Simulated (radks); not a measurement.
Values are calculated unless marked as measured or tabulated.
Neutral ytterbium inside a hard spherical wall (all orbitals vanish at R), configuration held at [Xe] 4f14 6s2 and not refilled when levels cross. Level of theory: scalar-relativistic Kohn-Sham, r2SCAN, spin-unpolarised, spherical densities, finite nucleus; meta-GGA in the generalised Kohn-Sham scheme; Fermi nuclear charge, rms radius 5.3108 fm (a radial shooting solver on a logarithmic mesh with Libxc functionals). Eigenvalues in eV, with the zero of energy where the potential of the charges vanishes at infinity; a dash marks a level that is unbound or too diffuse for the functional's potential to be trusted. A positive occupied level is held by the wall or, in an anion where self-interaction has pushed it up, behind a barrier. The pressure on the wall is -dE/dV.

| R (bohr) | E (hartree) | kinetic (hartree) | e(5s) | e(5p) | e(6s) | e(4f) | e(6p, empty) | e(5d, empty) | pressure (GPa) |
|---|---|---|---|---|---|---|---|---|---|
| free | -14059.5974 | 15318.762 | -56.561 | -28.461 | -4.009 | -2.992 | - | - | 0 |
| 20 | -14059.5974 | 15318.762 | -56.561 | -28.461 | -4.009 | -2.992 | -0.956 | -0.436 | < 0.0001 |
| 10 | -14059.5956 | 15318.780 | -56.429 | -28.330 | -3.910 | -2.864 | -0.697 | -0.289 | 0.0445 |
| 8 | -14059.5837 | 15318.860 | -55.963 | -27.870 | -3.511 | -2.410 | 0.110 | 0.191 | 0.487 |
| 6 | -14059.5033 | 15319.238 | -54.400 | -26.350 | -1.693 | -0.873 | 3.306 | 1.877 | 5.91 |
| 5 | -14059.3446 | 15319.852 | -52.674 | -24.712 | 1.180 | 0.873 | 7.943 | 3.943 | 24.1 |
| 4 | -14058.8477 | 15321.689 | -49.328 | -21.583 | 8.901 | 4.460 | 19.385 | 8.413 | 130 |
| 3 | -14056.7240 | 15329.662 | -40.562 | -12.823 | 35.709 | 14.785 | 54.563 | 21.464 | 1170 |
| 2.5 | -14052.9382 | 15343.378 | -29.495 | -0.536 | 74.691 | 28.175 | 101.22 | 39.102 | 4580 |
